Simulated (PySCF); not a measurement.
# How the method changes the constants of BiN

State: ¹Σ⁺ (singlet), closed shell. Set-up: PySCF, scalar-relativistic core potentials, basis sets Bi def2-SVPD with ECP60, N def2-SVPD. De refers to Bi + N in their high-spin ground configurations, without counterpoise correction. A positive dipole means Bi(−)N(+). Levels whose curve was spin-contaminated or gave no clean fit are not listed.

```
      Level  Re (Å)  ωe (cm⁻¹)  De (eV)  μ (D)  CPU s a point (SCF and correlation, without the integrals)
        RHF   1.864        983    -2.85  -4.84                                                        0.08
   RHF-CCSD   1.943        789     1.70    n/a                                                         n/a
RHF-CCSD(T)   1.976        711     2.33    n/a                                                         1.6
        PBE   1.942        800     3.48  -3.85                                                        0.58
       TPSS   1.938        810     3.07  -3.88                                                        0.86
```

The bond length runs from 1.864 Å (RHF) to 1.976 Å (RHF-CCSD(T)). De spans -2.85 eV (RHF, mean field) to 3.48 eV (PBE, GGA). Correlation at CCSD(T) changes the Hartree–Fock bond energy by +5.18 eV; the triples alone change it by +0.63 eV.

Correlated steps freeze 5 core orbitals. Correlated levels converge slowly with the basis: in double zeta they bind strong bonds too weakly, by up to about 1 eV, and carry superposition errors of some tenths. Spin–orbit coupling is left out, which matters for elements this heavy, above all for dissociation energies. Where the molecule has an RHF reference, its open-shell atoms are computed with UHF. The CCSD T1 diagnostic is raised, a sign that a single reference may not be enough here. The restricted Hartree–Fock solution is unstable towards spin polarisation at this distance. A negative De means that the minimum lies above the separated atoms at that level.

The whole job (state search and all levels along the bond) took about 1.8 min on 1 thread of Oxide Virtual Turin-like (shared host), peak memory 0.6 GiB.
